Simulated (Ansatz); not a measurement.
```yaml
crystal:
  periodic: [false, false, false]
  atoms:
    - {symbol: C, position_ang: [-1.343160, -0.868433, 0.952231]}
    - {symbol: Si, position_ang: [0.434966, -0.332155, 0.145082]}
    - {symbol: Br, position_ang: [2.114200, -1.257569, 1.346564]}
    - {symbol: C, position_ang: [0.336611, 1.662637, -0.287191]}
    - {symbol: N, position_ang: [1.046876, 0.321812, -1.328251]}
    - {symbol: H, position_ang: [-1.266284, -0.717535, 1.903151]}
    - {symbol: H, position_ang: [-1.125815, -2.154450, 0.890057]}
    - {symbol: H, position_ang: [-1.893649, -0.370891, 0.088695]}
    - {symbol: H, position_ang: [-0.412071, 1.880693, -0.645882]}
    - {symbol: H, position_ang: [1.760704, 2.171635, -0.527165]}
    - {symbol: H, position_ang: [0.290177, -0.103191, -2.365341]}
basis:
  gaussian: {orbitals: def2-TZVPD}
hamiltonian: {xc: {name: wB97X-V}}
relax: {f_tol: 0.0001, max_steps: 1}
output: {forces: true}
```

```sh
$ ansatz run in.yaml --threads 4 --pin off --events-out ev --progress --plain --max-ram 10444MiB
```

Output, abridged:

```
Functional definition: wB97X-V
1573 factors; their error is unknown
575 factors; integrals over basis functions are off by at most 2.0e-6 eV
mean field evaluation 1: about -81565.2125 eV, gradient 5.2e1 eV
mean field evaluation 2: about -81565.5265 eV, gradient 5.2e1 eV
mean field evaluation 4: about -81571.5434 eV, gradient 3.6e0 eV
mean field evaluation 8: about -81571.5809 eV, gradient 7.3e-2 eV
mean field evaluation 16: about -81571.7749 eV, gradient 3.7e-4 eV
mean field -81571.77485847 eV, -2997.7074347138 hartree, gradient 3.8e-5 eV, S^2 0.000000; 0 other end points of the search recorded, 0 dependent functions left out
reference -81571.77485545 eV, -2997.7074346029 hartree; 37, 37 occupied and 228, 228 virtual orbitals, 1573 factors
relax step   1: F+E_penalty+E_count = -81571.77485847 eV  Δ(F+E_penalty+E_count) = +0.000e0 eV  max|allowed force component| = 2.025e1 eV/Å  Δτ_max = 0.0000 Å  (33 SCF iters, accepted)
Error: geometry relaxation did not converge after 1 steps: max|allowed force component| = 2.02e1 eV/Å (threshold 1.0e-4). Raise `relax.max_steps` over both its present limit and 1, loosen `relax.f_tol`, or start from a geometry closer to equilibrium. Where this run's directory can be resumed (`checkpoint.write`), a resume goes on for up to `relax.max_steps` more
```

In this input the relaxation is allowed too few steps for its threshold. No converged result was reached.
